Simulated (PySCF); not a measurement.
# Ionisation energy of F(7+) by level of theory

F(7+) 1s2 (1S) → F(8+) 1s1 (2S), as a difference of total energies. All numbers are calculated (PySCF 2.14, the spin-free X2C one-electron Hamiltonian (Gaussian nucleus), in an uncontracted even-tempered set (17 s from 2.9 bohr⁻², ratio 2.2; 7 p from 4.5 bohr⁻², ratio 2.4; 4 d from 14 bohr⁻², ratio 2.4; 3 f from 20 bohr⁻², ratio 2.4; 3 g from 31 bohr⁻², ratio 2.4)). Correlated levels: nothing frozen; virtual orbitals above 40 to 60 times the deepest correlated orbital energy dropped. The calculations carry no spin-orbit coupling.

```json
{"method": "UHF", "ionisation energy (eV)": "952.86"}
{"method": "MP2 (all electrons)", "ionisation energy (eV)": "954.06"}
{"method": "SCS-MP2 (all electrons)", "ionisation energy (eV)": "954.30"}
{"method": "CCSD (all electrons)", "ionisation energy (eV)": "954.09"}
```

**Question.** How much does correlation contribute at MP2 (all electrons)?

**Answer.** 954.06 − (952.86) = 1.20 eV, measured against UHF.

With two correlated electrons CCSD is exact in that space.

For comparison: 953.90 eV (theoretical estimate listed by NIST; NIST Atomic Spectra Database, ionization energies).
